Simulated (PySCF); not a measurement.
Zn(OMe)(NH2) (CH₅NOZn), SMILES [Zn]([O]C)[NH2]. Coordinates come from a PBE-D3(BJ)/def2-SVP optimisation. The structure was generated by enumeration; whether it is a known compound was not checked. The values are those of a single conformer.

Level of theory: PBE-D3(BJ)/def2-SVP (PySCF).

Harmonic wavenumbers (cm⁻¹): 85, 92, 101, 160, 238, 500, 548, 692, 778, 1120, 1127, 1159, 1418, 1422, 1431, 1497, 2856, 2903, 2958, 3409, 3496. Rotational constants (GHz): 41.82, 2.338, 2.274; symmetry number 1.

**Question.** Work out the zero-point energy and the ideal-gas rigid-rotor harmonic-oscillator thermochemistry at 298.15 K and 1 atm.

**Answer.** ZPE = ½ Σ hcν = ½ × 27991 cm⁻¹ = 167.42 kJ/mol. H − E(el) = 188.06 kJ/mol. Entropy in J/(mol K): translation 167.64, rotation 103.70, vibration 71.88, total 343.22. G − E(el) = 85.73 kJ/mol. Cp = 94.29 J/(mol K). Modes under 150 cm⁻¹ make the vibrational entropy uncertain.
